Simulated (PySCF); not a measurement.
# Vertical excitation energies

Species: C7H5ClO.
Bonds: O1–C2 (double), C2–Cl3, C2–C4, C4–C5 (aromatic), C5–C6 (aromatic), C6–C7 (aromatic), C7–C8 (aromatic), C8–C9 (aromatic), C4–C9 (aromatic). Hydrogens: H10 on C5; H11 on C6; H12 on C7; H13 on C8; H14 on C9.

Computed with PySCF 2.14.0, density-fitted response routines, TDDFT wB97X-D/def2-SVPD, vertical, gas phase, core orbitals frozen in the response. One conformer (not necessarily the lowest) at the PBE0-D3(BJ)/def2-SVP geometry, without solvent, vibrations or thermal averaging. Torsions of this conformer, `[O:1]=[C:2]([Cl:3])[c:4]1[cH:5][cH:6][cH:7][cH:8][cH:9]1`: O1–C2–C4–C5 180°.

```tsv
state	E (eV)	λ (nm)	ν̃ (cm⁻¹)	f	|μ| (D)	symmetry	main configurations (H = HOMO, L = LUMO)
S1	4.71	263.3	37980	0.0000	0.04	–	H-2→L (87%), H-2→L+3 (9%)
S2	4.93	251.2	39800	0.023	1.10	A′	H→L (79%), H-1→L+1 (15%)
S3	5.37	230.8	43330	0.286	3.74	A′	H-1→L (88%)
S4	6.10	203.2	49220	0.0002	0.09	–	H-3→L (91%)
S5	6.43	192.8	51880	0.0046	0.44	A′	H-4→L (68%), H-1→L+1 (13%)
S6	6.66	186.2	53720	0.196	2.79	A′	H-1→L+1 (59%), H-4→L (16%), H→L (12%)
```

The lowest singlet comes at 263 nm (454 kJ/mol) in the ultraviolet; it is dark (f under 0.0005); its leading configuration is HOMO-2→LUMO (87%). The strongest level in the table is S3 at 5.37 eV (231 nm, f = 0.286). Löwdin shares by element: HOMO carbon 80% or more (atoms not listed hold the other 20%); LUMO carbon 45% or more, oxygen 18% (atoms not listed hold the other 37%). Orbital energies (eV): HOMO-3 -11.26, HOMO-2 -10.50, HOMO-1 -9.86, HOMO -9.79, LUMO -0.58, LUMO+1 0.86, LUMO+2 2.01. The listed states span 1.95 eV, and the widest gap between neighbours is 0.73 eV (S3 to S4). Of the 6 states listed, 3 reach f = 0.01 and 2 stay under 0.0005. Symmetry labels in Cs follow from the direction of the transition dipole and are given only for states with f of 0.002 or more. Singlets were solved by full linear response.

The run took 71 s on one thread of an Intel Xeon Platinum 8259CL at 2.50 GHz, shared host, and the process peaked at 1.0 GiB of memory.
